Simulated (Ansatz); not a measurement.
Sb, charge +1, triplet (core potentials on Sb); Ansatz (an electronic-structure program) with B3LYP/def2-SVP.

Input for Ansatz:
Ansatz 0.2 input:
```yaml
crystal:
  periodic: [false, false, false]
  atoms:
    - {symbol: Sb, position_ang: [0.00000000, 0.00000000, 0.00000000]}
basis:
  gaussian:
    orbitals: def2-SVP
hamiltonian:
  xc: b3lyp
total_charge: 1
magnetization: {spin_polarized: true, initial_magnetization: 2}
accuracy: high
```

Predict the main parts of the log of this Ansatz run.


```
Functional definition: B3LYP
225 factors; integrals over basis functions are off by at most 2.9e-9 eV
mean field evaluation 1: about -6529.4796 eV, gradient 5.5e0 eV
mean field evaluation 2: about -6529.6144 eV, gradient 3.0e0 eV
mean field evaluation 4: about -6529.6397 eV, gradient 1.1e-1 eV
mean field evaluation 8: about -6529.6396 eV, gradient 3.7e-4 eV
mean field evaluation 16: about -6529.5740 eV, gradient 2.7e0 eV
mean field evaluation 32: about -6529.6396 eV, gradient 2.3e-9 eV
mean field -6529.63964287 eV, -239.9598309267 hartree, gradient 2.3e-9 eV, S^2 2.001717; 1 other end points of the search recorded, 0 dependent functions left out
reference -6529.63966476 eV, -239.9598317313 hartree; 12, 10 occupied and 14, 16 virtual orbitals, 225 factors
Total energy: -6529.63966476 eV, -239.9598317313 hartree
```
